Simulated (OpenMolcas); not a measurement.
Pd2+ with 3 ligands (oxide) in trigonal planar coordination (D3h). A charge of +1.33 e stands 2.4 Å behind each ligand. Ligand basis ANO-RCC-VDZP.

```
Program             : OpenMolcas
Method              : CASSCF
Basis               : ANO-RCC-VDZP [6s5p3d1f]
Scalar Hamiltonian  : DKH2, point nucleus
Active space        : 8 electrons in 5 orbitals (4d)
State averaging     : 2S+1 = 3 even, 10 roots; 2S+1 = 1 even, 15 roots
Spin-orbit coupling : state interaction with AMFI integrals over the reference wave functions
```

All ligands move together. At R = 2.01 Å the first state of the same spin is 4230 cm-1, and at R = 2.04 Å it is 3689 cm-1.

Q: A third run gives 2454 cm-1. What distance was it run at?

A: With a power law R^-n the two known points give n = -ln(3689 / 4230) / ln(2.04 / 2.01) = 9.24. Then R = 2.01 × (4230 / 2454)^(1/9.24) = 2.132 Å. The run was at 2.12 Å, so the estimate is off by +0.012 Å.

Without dynamic correlation the repulsion within the d shell is too large (B by tens of per cent), so at a given field states of lower spin stand too high. Real 4d8 and 5d8 ions are as a rule square planar and diamagnetic. The oxide ions are held by bare point charges, a crude embedding. With metal d orbitals alone the field can be off either way by tens of per cent. Ligand-to-metal charge-transfer states are missing. With no ligand orbital active B as a rule stays too high, so bands that hang on it stand too high and its fall with covalency is understated. The least metal-like active orbital is 83 % on the metal (Löwdin) and no ligand orbital is active, so the numbers are rough (holds for R = 2.01). The least metal-like active orbital is 84 % on the metal (Löwdin) and no ligand orbital is active, so the numbers are rough (holds for R = 2.04). No measured value stands beside these numbers; the geometry is a model, was not optimised and need not be the one that this ion takes.
